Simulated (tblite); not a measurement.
Species: C6H12NPSi.
Cartesian coordinates in Å at the GFN2-xTB level; atoms count from 1:
```
atom  x, y, z in Å
C1    -2.7227   -1.4760   -0.0943
C2    -2.4468   -0.4454    0.6846
C3    -1.6812    0.7549    0.2482
P4    -0.0125    0.7925    1.1026
Si5    0.8700    2.5370   -0.0003
C6     0.7633   -0.6179    0.1547
C7     2.2297   -0.8037    0.5525
C8     2.7879   -1.9460   -0.1234
N9     3.2042   -2.8564   -0.6753
H10   -2.4231   -1.5017   -1.1298
H11   -3.2682   -2.3312    0.2654
H12   -2.7530   -0.4454    1.7227
H13   -1.5452    0.7621   -0.8366
H14   -2.2006    1.6680    0.5530
H15    0.0099    3.6926    0.2411
H16    0.9786    2.3068   -1.4456
H17    2.2054    2.7748    0.5479
H18    0.1958   -1.5221    0.3989
H19    0.6758   -0.4492   -0.9232
H20    2.3084   -0.9595    1.6329
H21    2.8153    0.0827    0.2893
```

Computed with GFN2-xTB (tblite): harmonic, unscaled wavenumbers at the GFN2-xTB geometry, gas phase. Errors from tens to a few hundred cm⁻¹ against measured bands are possible. Modes of hydrogen on silicon can be 10 to 20 % off. One conformer, not necessarily the lowest.

Harmonic wavenumbers (cm⁻¹): 40.6, 44.3, 58.4, 65.6, 90.0, 109.9, 125.5, 175.8, 231.4, 240.5, 288.4, 385.0, 407.7, 447.9, 485.4, 504.5, 515.2, 597.3, 731.7, 749.3, 753.0, 755.5, 774.0, 789.9, 838.3, 892.5, 926.5, 950.3, 984.4, 1015.6, 1054.1, 1061.0, 1087.0, 1168.2, 1193.2, 1196.2, 1222.5, 1287.2, 1295.6, 1407.3, 1426.2, 1433.7, 1454.0, 1707.4, 2220.6, 2262.8, 2284.8, 2412.3, 2924.4, 2935.3, 2939.7, 2943.7, 2948.8, 2959.3, 3057.3, 3097.0, 3128.9.

A = 1168, B = 755.9, C = 500.0 MHz; mass 157.048 u (most abundant isotopes); point group C1, symmetry number 1.

Problem. What is the zero-point energy?

Solution. ½Σν̃ = 34541 cm⁻¹ = 413.21 kJ/mol.

Problem. Give the ideal-gas entropy at 298.15 K and 1 bar in the rigid-rotor, harmonic-oscillator model (classical rotation).

Solution. Translation 171.92, rotation 129.56, vibration 185.96: S = 487.4 J/(mol K).

Problem. And Cp and H(298.15 K) − H(0)?

Solution. Cp = 198.74 J/(mol K), of which vibrations give 165.48 (their classical limit is 57 R = 473.9); H(298.15 K) − H(0) = 36.94 kJ/mol without the zero-point energy, 27.02 from vibrations.

Problem. Which modes carry the vibrational entropy at 298.15 K?

Solution. 40.6 cm⁻¹: 21.88; 44.3 cm⁻¹: 21.16; 58.4 cm⁻¹: 18.87; 65.6 cm⁻¹: 17.91; 90.0 cm⁻¹: 15.31; 109.9 cm⁻¹: 13.68 J/(mol K); the other 51 give 77.13 together.

Problem. What must be added to the electronic energy to get the Gibbs energy at 298.15 K and 1 bar?

Solution. ZPE + [H(298.15 K) − H(0)] − T·S = 413.21 + 36.94 − 145.33 = 304.82 kJ/mol.

Problem. Blend soft modes into free rotors: weight 1/[1 + (100 cm⁻¹/ν̃)⁴] for the oscillator and the rest for a rotor with moment μB/(μ + B), μ = h/(8π²ν), B = 10⁻⁴⁴ kg m². What vibrational entropy results?

Solution. 163.53 J/(mol K) in place of 185.96, which changes −T·S at 298.15 K by +6.69 kJ/mol.

Hindered rotation and anharmonicity are outside this model. Other conformers, if any are populated, would add a mixing term that is left out. The structure is chiral; the term R ln 2 for an equal mix with its mirror image is left out.
